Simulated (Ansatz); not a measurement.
Breaking the B1–I3 bond in BHI2 (SMILES IBI) (multiplicity 1 held, fragments rigid). Energies count from the point at 2.114 Å.
Geometry at that point (charge 0, multiplicity 1):
```xyz
4

B     -0.704    -0.427    -0.464
H     -1.583    -0.960    -1.043
I     -0.404     1.643    -0.767
I      0.501    -1.585     0.830
```

U- levels take the lowest unrestricted solution at each point, which mixes spins at long bonds. Active spaces are followed from a long bond inwards. Levels need not reach the same state.

Frozen-core correlation. Filled d and f shells under p-block atoms count as core.

Codes used: Ansatz (Gaussian orbitals). Values without a source in brackets are computed. In def2 rows elements past Kr take small-core potentials, without spin–orbit coupling.

Energies in kcal/mol.

```csv
R (Å),U-SCS-MP2/def2-SVP,U-CCSD/def2-SVP,"CASSCF(6,4)/def2-SVP","SC-NEVPT2 on CASSCF(6,4)/def2-SVP","FIC-MRCISD+Q on CASSCF(6,4)/def2-SVP"
1.691,65.9,66.4,70.8,65.1,66.4
1.902,12.1,12.3,14.9,11.4,12.4
2.114,0.0,0.0,0.0,0.0,0.0
2.325,5.7,5.6,3.4,6.2,5.3
2.536,18.2,17.9,13.8,16.5,17.4
2.853,45.6,38.9,31.8,36.6,37.2
3.170,67.5,57.8,47.2,53.8,54.1
3.699,79.6,75.1,62.9,72.4,72.2
4.227,82.9,79.7,68.8,81.3,79.7
4.861,84.0,81.0,70.6,85.3,82.2
5.707,84.4,81.5,71.1,86.1,82.9
6.763,84.5,81.6,71.1,86.1,83.1
```

Doubts at one or more of the structures used: a spin-contaminated determinant (U-SCS-MP2/def2-SVP, U-CCSD/def2-SVP); T1 above 0.05 (U-CCSD/def2-SVP); active orbitals that take no part (CASSCF(6,4)/def2-SVP, SC-NEVPT2 on CASSCF(6,4)/def2-SVP, FIC-MRCISD+Q on CASSCF(6,4)/def2-SVP).

Ansatz is a first-principles code.
